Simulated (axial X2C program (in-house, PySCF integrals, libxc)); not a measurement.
**Excited states of LiK by EOM-EE-CCSD**

Computed with an axial X2C code built on PySCF integrals: two-component X2C with atomic mean-field Coulomb and Gaunt terms, Gaussian nuclei, basis K dyall-acv3z, Li dyall-acv3z with contracted cores.

R = 3.377 Å (near the PBE0 minimum at charge 0 of the determinant lowest at the starting distance; the state shown can have its own minimum elsewhere).

Hartree–Fock spinors of LiK (one of each Kramers pair; a window near the gap, which can cut inner shells):

```
  ω  occupied  ε (eV)                   character
1/2       yes  -26.06                    100% K p
3/2       yes  -25.78                    100% K p
1/2       yes  -25.77                    100% K p
1/2       yes   -4.16   48% Li s, 37% K s, 9% K p
1/2        no   -0.09  52% K p, 27% K s, 15% Li p
1/2        no    0.14            92% K p, 6% Li p
3/2        no    0.14            92% K p, 6% Li p
1/2        no    0.17  66% K s, 22% Li p, 10% K p
1/2        no    0.21   78% K p, 15% K s, 4% Li p
1/2        no    0.37   85% Li p, 12% K p, 3% K d
```

Vertical excitation energies from the closed-shell determinant state of LiK:

```csv
Ω,excitation (eV),cm⁻¹,hole of the leading pair,particle of the leading pair,weight of the pair (for Ω = 0 its time-reversed partner can hold as much again),singles weight
0⁻,0.970,7820,"48% Li sσ, 37% K sσ, 9% K pσ","32% Li pσ, 25% K sσ, 22% K pσ",0.48,0.97
1,0.970,7820,"48% Li sσ, 37% K sσ, 9% K pσ","32% Li pσ, 25% K sσ, 22% K pσ",0.97,0.97
2,1.322,10664,"48% Li sσ, 37% K sσ, 9% K pσ","58% Li pπ, 32% K pπ, 8% K dπ",0.96,0.96
1,1.327,10702,"48% Li sσ, 37% K sσ, 9% K pσ","58% Li pπ, 32% K pπ, 8% K dπ",0.48,0.96
0⁺,1.331,10732,"48% Li sσ, 37% K sσ, 9% K pσ","58% Li pπ, 33% K pπ, 7% K dπ",0.53,0.96
0⁻,1.331,10732,"48% Li sσ, 37% K sσ, 9% K pσ","58% Li pπ, 33% K pπ, 7% K dπ",0.53,0.96
0⁺,1.627,13121,"48% Li sσ, 37% K sσ, 9% K pσ","41% K pσ, 26% Li pσ, 22% K sσ",0.42,0.84
0⁻,1.955,15770,"48% Li sσ, 37% K sσ, 9% K pσ","43% Li pσ, 27% K pσ, 16% K sσ",0.48,0.96
1,1.955,15770,"48% Li sσ, 37% K sσ, 9% K pσ","43% Li pσ, 27% K pσ, 16% K sσ",0.96,0.96
```

This point took 20 s on 1 thread of Arm Neoverse V2, with other jobs on the host.

Reference electrons by ω block (each with its −ω partner): 1/2: 9, 3/2: 2. 10 electrons of LiK correlated (inner shells frozen), 88 natural virtual spinors (a truncated set); levels can be off by some tenths of an eV. Roots sought by Ω: (0: 5, 1: 4, 2: 3, 3: 1); the list ends where they run out and leaves out roots under 60 % singles weight. The solver can skip a root, and states that need a further excitation, which the method places far too high, are missing though they may lie low or lowest. T1 of the reference 0.012 (Lee–Taylor). Number of frozen shells: K 2 s, 1 p; Li 1 s.
